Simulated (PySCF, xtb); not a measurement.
Cl3HHfS, SMILES [SH][Hf]([Cl])([Cl])[Cl], multiplicity 1. The values are those of a single conformer.

Harmonic wavenumbers (cm⁻¹) from GFN2-xTB (xtb) at its own minimum, in rising order: 15, 38, 54, 71, 80, 107, 216, 280, 296, 303, 537, 2389.

Problem. What does PBE-D3(BJ)/def2-SVP run with PySCF give at its own minimum? (Estimate from the structure and the level; the computed values follow.)

Solution. 73, 83, 91, 95, 97, 142, 350, 368, 381, 386, 486, 2586. Paired by order, the mean absolute difference is 71 cm⁻¹ and the zero-point energies are 6.3 and 7.3 kcal/mol.
